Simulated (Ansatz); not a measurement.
One change: `[GaH2][C]1=NC1` becomes `[InH2][C]1=NC1`.

Ansatz, PBE0-D4/def2-TZVP geometries, multiplicity 1. 

Elements past krypton have def2 core potentials. Scalar relativity is left out up to krypton.

| property | `[GaH2][C]1=NC1` |
| --- | --- |
| HOMO–LUMO gap (PBE0/def2-TZVPP) / eV | 5.17 |
| ideal-gas entropy at 298 K and 1 bar (rigid rotor, harmonic PBE0-D4/def2-TZVP) / J/(mol·K) | 320 |
| HOMO energy (B3LYP/def2-TZVPP) / eV | -7.03 |
| size of the dipole moment (ωB97M-V/def2-TZVPP) / D | 2.38 |
| HOMO energy (PBE0/def2-TZVPP) / eV | -7.25 |
| LUMO energy (PBE/def2-TZVPP) / eV | -2.86 |

Task: What does the change do to each property? (Best estimate.)

Result: The calculation gave: 
```tsv
property	`[InH2][C]1=NC1`	shift
HOMO–LUMO gap (PBE0/def2-TZVPP) / eV	4.86	-0.31
ideal-gas entropy at 298 K and 1 bar (rigid rotor, harmonic PBE0-D4/def2-TZVP) / J/(mol·K)	334	14
HOMO energy (B3LYP/def2-TZVPP) / eV	-6.79	0.24
size of the dipole moment (ωB97M-V/def2-TZVPP) / D	2.70	0.32
HOMO energy (PBE0/def2-TZVPP) / eV	-7.00	0.25
LUMO energy (PBE/def2-TZVPP) / eV	-2.87	-0.01
```

With PBE0 the HOMO rises by 0.25 eV and the LUMO falls by 0.07 eV, so the gap narrows by about 0.32 eV. PBE moves the HOMO by 0.22 eV and ωB97M-V by 0.28 eV. Dipoles are sizes alone; their direction can turn.

B3LYP here is the variant with VWN-RPA as its local correlation; programs differ in this.
